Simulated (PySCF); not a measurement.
CH₄BrGaO, SMILES C[O][GaH][Br]. Atoms are numbered in the order given.

```xyz
8

Ga     0.8409     0.4943     0.0000
H      2.3847     0.5505     0.0000
Br    -0.3671    -1.4536     0.0000
O     -0.1103     1.9843     0.0000
C     -1.5042     2.1085     0.0000
H     -1.8336     2.6710     0.8911
H     -1.8336     2.6710    -0.8911
H     -2.0283     1.1353     0.0000
```
Charge 0, spin multiplicity 1.

Coordinates come from a PBE0-D3(BJ)/def2-SVP optimisation. The values are those of a single conformer.

Computed with CAM-B3LYP/def2-TZVP (PySCF).

Symmetry labels are those of the subgroup Cs that the program uses (full group Cs).

Computed valence orbital energies around the gap with their symmetry:
| orbital | symmetry | energy (eV) |
|---|---|---|
| HOMO−7 | A" | -14.01 |
| HOMO−6 | A' | -13.96 |
| HOMO−5 | A' | -12.95 |
| HOMO−4 | A' | -11.04 |
| HOMO−3 | A" | -10.17 |
| HOMO−2 | A' | -9.91 |
| HOMO−1 | A' | -9.77 |
| HOMO | A" | -9.56 |
| LUMO | A" | -0.32 |
| LUMO+1 | A' | 0.36 |
| LUMO+2 | A' | 1.93 |
| LUMO+3 | A' | 2.55 |
